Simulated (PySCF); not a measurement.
A database entry of computed molecular properties. Lists by class give the value and the number of equivalent atoms.

```json
{
 "formula": "C4H11NSSi2",
 "smiles": "N#C[SiH2][SiH2]CCCS",
 "charge": 0,
 "multiplicity": 1,
 "geometry_level": "GFN2-xTB",
 "electronic_structure_code": "PySCF",
 "results": {
  "GFN2-xTB geometry": {
   "point_group": "C1",
   "rotational_constants_GHz": [1.941, 0.416, 0.388]
  },
  "PBE0/pcSseg-1 ground state and GIAO shieldings, non-relativistic": {
   "dipole_D": 4.42,
   "homo_eV": -7.03,
   "lumo_eV": -0.66,
   "shift_vs_computed_TMS_C_by_class_ppm": [
    [122.1, 1],
    [36.1, 1],
    [36.0, 1],
    [8.8, 1]
   ],
   "shift_vs_computed_TMS_H_by_class_ppm": [
    [4.24, 2],
    [3.94, 2],
    [2.66, 2],
    [1.52, 2],
    [1.39, 2],
    [1.07, 1]
   ],
   "shielding_other_nuclei_by_class_ppm": [
    ["N", -102.1, 1],
    ["Si", 421.0, 1],
    ["Si", 453.1, 1],
    ["S", 604.4, 1]
   ]
  }
 }
}
```

With B = h/(8π²I), that is 505.379 GHz u Å² over I, the principal moments of inertia are 260.4, 1214.3 and 1301.1 u Å² (most abundant isotopes); the inertial defect Ic − Ia − Ib is -173.6 u Å² (zero for a rigid planar frame, negative otherwise). A dipole of 4.42 D is allowed in C1, and pure rotational transitions are dipole-allowed. The rotational constants make it an asymmetric top with κ = (2B − A − C)/(A − C) = -0.96, nearer the prolate limit (−1). The dipole matches unit charges of opposite sign 0.92 Å apart (1 e·Å = 4.8032 D).

One conformer (not necessarily the lowest) at the GFN2-xTB geometry, without solvent or vibrations. NMR classes are plain means over equivalent atoms (diastereotopic ones count apart unless rotation or inversion swaps them), as if these changed places fast; in this geometry the members of some classes differ.
